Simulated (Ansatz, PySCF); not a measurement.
CH7ClO2Si2, SMILES C[Si@@H](O)[Si@H](O)Cl. Atoms are numbered in the order given.

```xyz
13

C     -1.7260    -0.8628     0.4616
Si    -0.4883     0.1373    -0.5263
O     -0.3339     1.7147     0.0666
Si     1.7530    -0.4284    -0.1556
O      2.2105     0.7185     0.9525
Cl     2.8019    -0.2406    -1.9436
H     -2.7440    -0.4510     0.3730
H     -1.4534    -0.8826     1.5278
H     -1.7526    -1.9018     0.0951
H     -0.9004     0.1625    -1.9655
H     -1.0502     2.3377    -0.0880
H      2.0912    -1.7688     0.3891
H      1.6282     1.4926     0.8981
```
Charge 0, spin multiplicity 1.

Coordinates come from a PBE0-D3(BJ)/def2-SVP optimisation. The structure was generated by enumeration; whether it is a known compound was not checked. Other conformers were not sampled.

Two levels are set side by side: PBE-D3(BJ)/def2-SVP (Ansatz, an electronic-structure program) and PBE0-D3(BJ)/def2-SVP (Ansatz). Each level has its own optimised geometry; the coordinates shown are those of the second. Frequencies come from the Hessian of PySCF at each geometry. Differences are taken from unrounded values.

```json
[
 {"quantity": "mean bond length (Å)", "PBE0-D3(BJ)": "1.489", "PBE-D3(BJ)": "1.501", "PBE-D3(BJ) minus PBE0-D3(BJ)": "0.012"},
 {"quantity": "bond C1–Si2 (Å)", "PBE0-D3(BJ)": "1.873", "PBE-D3(BJ)": "1.885", "PBE-D3(BJ) minus PBE0-D3(BJ)": "0.012"},
 {"quantity": "bond Si2–O3 (Å)", "PBE0-D3(BJ)": "1.692", "PBE-D3(BJ)": "1.712", "PBE-D3(BJ) minus PBE0-D3(BJ)": "0.020"},
 {"quantity": "bond Si2–Si4 (Å)", "PBE0-D3(BJ)": "2.341", "PBE-D3(BJ)": "2.352", "PBE-D3(BJ) minus PBE0-D3(BJ)": "0.011"},
 {"quantity": "bond Si4–O5 (Å)", "PBE0-D3(BJ)": "1.659", "PBE-D3(BJ)": "1.677", "PBE-D3(BJ) minus PBE0-D3(BJ)": "0.018"},
 {"quantity": "bond Si4–Cl6 (Å)", "PBE0-D3(BJ)": "2.081", "PBE-D3(BJ)": "2.097", "PBE-D3(BJ) minus PBE0-D3(BJ)": "0.016"},
 {"quantity": "bond C1–H7 (Å)", "PBE0-D3(BJ)": "1.102", "PBE-D3(BJ)": "1.110", "PBE-D3(BJ) minus PBE0-D3(BJ)": "0.008"},
 {"quantity": "bond C1–H8 (Å)", "PBE0-D3(BJ)": "1.101", "PBE-D3(BJ)": "1.109", "PBE-D3(BJ) minus PBE0-D3(BJ)": "0.008"},
 {"quantity": "bond C1–H9 (Å)", "PBE0-D3(BJ)": "1.102", "PBE-D3(BJ)": "1.110", "PBE-D3(BJ) minus PBE0-D3(BJ)": "0.008"},
 {"quantity": "bond Si2–H10 (Å)", "PBE0-D3(BJ)": "1.497", "PBE-D3(BJ)": "1.509", "PBE-D3(BJ) minus PBE0-D3(BJ)": "0.012"},
 {"quantity": "bond O3–H11 (Å)", "PBE0-D3(BJ)": "0.962", "PBE-D3(BJ)": "0.973", "PBE-D3(BJ) minus PBE0-D3(BJ)": "0.011"},
 {"quantity": "bond Si4–H12 (Å)", "PBE0-D3(BJ)": "1.486", "PBE-D3(BJ)": "1.498", "PBE-D3(BJ) minus PBE0-D3(BJ)": "0.012"},
 {"quantity": "bond O5–H13 (Å)", "PBE0-D3(BJ)": "0.970", "PBE-D3(BJ)": "0.984", "PBE-D3(BJ) minus PBE0-D3(BJ)": "0.014"},
 {"quantity": "highest harmonic wavenumber (cm⁻¹)", "PBE0-D3(BJ)": "3923", "PBE-D3(BJ)": "3758", "PBE-D3(BJ) minus PBE0-D3(BJ)": "-165"},
 {"quantity": "mean harmonic wavenumber (cm⁻¹)", "PBE0-D3(BJ)": "1144", "PBE-D3(BJ)": "1104", "PBE-D3(BJ) minus PBE0-D3(BJ)": "-40"},
 {"quantity": "zero-point energy (kcal/mol)", "PBE0-D3(BJ)": "53.97", "PBE-D3(BJ)": "52.09", "PBE-D3(BJ) minus PBE0-D3(BJ)": "-1.88"}
]
```

Exact exchange shortens and stiffens bonds; PBE has none. Differences between two approximate levels are no errors against the true value.
